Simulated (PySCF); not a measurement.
Identify the unknown among the candidates.

All candidates are C5H7P2 (charge -1).

* 1H NMR: chemical shifts (computed TMS as zero) by class: 7.53 (1 H), 2.92 (3 H), 2.59 (3 H) ppm [GIAO PBE0/pcSseg-1]
* 13C NMR: chemical shifts (computed TMS as zero) by class: 185.5 (1 C), 152.0 (1 C), 144.7 (1 C), 23.3 (1 C), 21.7 (1 C) ppm [GIAO PBE0/pcSseg-1]
* NMR, other nuclei: isotropic shieldings of nuclei other than C and H, by class: 143 (1 P), 145 (1 P) ppm [GIAO PBE0/pcSseg-1]
* Rotational structure: rotational constants A, B, C: 3.129, 1.607, 1.076 GHz [GFN2-xTB]

Electronic properties: PySCF, gas phase, density fitting. Levels stand in brackets. Isolated species at its GFN2-xTB geometry, gas phase. GFN2-xTB frequencies show an imaginary mode (36i cm⁻¹), so this geometry is no minimum at that level. No diffuse functions stand in pcSseg-1, which bears on an anion's orbital energies. NMR classes are plain means over equivalent atoms (diastereotopic ones count apart unless rotation or inversion swaps them), as if these changed places fast.

Question: Which candidate is it?
A. `CCc1pcc[p-]1`
B. `Cc1pc[p-]c1C`
C. `CCc1cpc[p-]1`
D. `Cc1c[p-]c(C)p1`

Answer: D. It is `Cc1c[p-]c(C)p1`. Numbering: `[CH3:1][c:2]1[cH:3][p-:4][c:5]([CH3:6])[p:7]1`. 5 carbons fall into 5 classes; from least to most shielded: substituted aromatic carbon [C5] (185.5 ppm), substituted aromatic carbon [C2] (152.0 ppm), aromatic CH carbon [C3] (144.7 ppm), benzylic-type carbon [C6] (23.3 ppm), benzylic-type carbon [C1] (21.7 ppm). Hydrogen classes from least to most shielded: 1 H on an aromatic CH carbon, C3 (7.53 ppm), 3 H on a benzylic-type carbon, C6 (2.92 ppm), 3 H on a benzylic-type carbon, C1 (2.59 ppm). The other shieldings belong to: 143 ppm, phosphorus bonded to 2 C [P4]; 145 ppm, phosphorus bonded to 2 C [P7]. By its constants the optimised geometry is an asymmetric top.

The others, at the same levels:
- `Cc1pc[p-]c1C` fails: it has 3 carbon classes against 5; its computed 13C shifts are 161.6 (1 C), 153.3 (2 C), 20.0 (2 C) ppm, 1H shifts are 7.89 (1 H), 2.54 (6 H) ppm and rotational constant A is 2.262 GHz (against 3.129 GHz).
- `CCc1cpc[p-]1` fails: its computed 13C shifts are 167.0 (1 C), 166.0 (1 C), 143.0 (1 C), 33.7 (1 C), 26.2 (1 C) ppm, 1H shifts are 8.17 (1 H), 7.71 (1 H), 3.01 (2 H), 1.16 (3 H) ppm and rotational constant A is 3.309 GHz (against 3.129 GHz).
- `CCc1pcc[p-]1` fails: it has 4 carbon classes against 5; its computed 13C shifts are 198.4 (1 C), 143.0 (2 C), 33.9 (1 C), 31.0 (1 C) ppm, 1H shifts are 7.63 (2 H), 3.23 (2 H), 1.22 (3 H) ppm and rotational constant A is 2.887 GHz (against 3.129 GHz).

Each candidate is one conformer, not necessarily the lowest. The conformers computed, where there is a choice (atom-mapped SMILES and torsion angles):
- `[CH3:1][CH2:2][c:3]1[cH:4][p:5][cH:6][p-:7]1`: C1–C2–C3–C4 83°
- `[CH3:1][CH2:2][c:3]1[p:4][cH:5][cH:6][p-:7]1`: C1–C2–C3–P4 -91°
